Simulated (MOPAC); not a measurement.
MOPAC input (MNDO):

```
MNDO 1SCF UHF MS=0.5 GEO-OK AUX(PRECISION=9) THREADS=1
C2N

C    -0.00000000 1   -0.00000000 1   -1.23960500 1
N     0.00000000 1    0.00000000 1    0.00000000 1
C     0.00000000 1    0.00000000 1    1.23960500 1
```

From the output:

```
                                                       MOPAC v23.2.5 Linux

          FINAL HEAT OF FORMATION =        168.63712 KCAL/MOL =     705.57772 KJ/MOL

          COSMO AREA              =         80.44 SQUARE ANGSTROMS
          COSMO VOLUME            =         61.79 CUBIC ANGSTROMS

          IONIZATION POTENTIAL    =          8.420196 EV
          ALPHA SOMO LUMO (EV)    =         -8.420 -0.988
          BETA  SOMO LUMO (EV)    =        -11.976 -0.493
          NO. OF ALPHA ELECTRONS  =          7
          NO. OF BETA  ELECTRONS  =          6
          MOLECULAR WEIGHT        =         38.0287         POINT GROUP:  D*h

          MOLECULAR DIMENSIONS (Angstroms)

            Atom       Atom       Distance
            C     3    C     1     2.47921
            C     3    C     1     0.00000
            C     1    N     2     0.00000

          SCF CALCULATIONS        =          1

   ATOM   CHEMICAL          X               Y               Z
  NUMBER   SYMBOL      (ANGSTROMS)     (ANGSTROMS)     (ANGSTROMS)

     1       C         -0.00000000  *  -0.00000000  *  -1.23960500  *
     2       N          0.00000000  *   0.00000000  *   0.00000000  *
     3       C          0.00000000  *   0.00000000  *   1.23960500  *

                             CARTESIAN COORDINATES

   1    C       -0.000000000    -0.000000000    -1.239605000
   2    N        0.000000000     0.000000000     0.000000000
   3    C        0.000000000     0.000000000     1.239605000

           Empirical Formula: C2 N  =     3 atoms

      MOLECULAR POINT GROUP   :   D*h

          ALPHA EIGENVALUES
 -39.40607 -29.32676 -15.32119 -15.26995 -14.94367 -12.64652  -8.42020  -0.98797
   1.11888   2.23716   3.16059   7.86989

           BETA EIGENVALUES
 -39.37653 -28.51764 -15.08891 -15.07783 -14.38113 -11.97607  -0.49303   0.27247
   2.42433   2.88590   3.29991   8.13248

              NET ATOMIC CHARGES AND DIPOLE CONTRIBUTIONS

  ATOM NO.   TYPE          CHARGE      No. of ELECS.   s-Pop       p-Pop
    1          C           0.215462        3.7845     1.81356     1.97098
    2          N          -0.430925        5.4309     1.50928     3.92164
    3          C           0.215462        3.7845     1.81356     1.97098
 DIPOLE           X         Y         Z       TOTAL
 POINT-CHG.     0.000     0.000     0.000     0.000
 HYBRID        -0.000     0.000    -0.000     0.000
 SUM           -0.000     0.000     0.000     0.000

          ATOMIC ORBITAL ELECTRON POPULATIONS

     Atom    s        px        py        pz
    1  C   1.81356   0.82145   0.27352   0.87602
    2  N   1.50928   1.35710   1.45297   1.11157
    3  C   1.81356   0.82145   0.27352   0.87602

                    (SZ)    =    0.500000
                    (S**2)  =    0.795194

          ATOMIC ORBITAL SPIN POPULATIONS

    Atom   Total    s     px     py     pz
         Atomic
    1  C  0.6288  0.009  0.597  0.016  0.007
    2  N -0.2576 -0.016 -0.193 -0.032 -0.017
    3  C  0.6288  0.009  0.597  0.016  0.007

 **********************
 *                    *
 * JOB ENDED NORMALLY *
 *                    *
 **********************

 == MOPAC DONE ==
```

The geometry given is a B3LYP-D3(BJ)/def2-TZVP minimum.
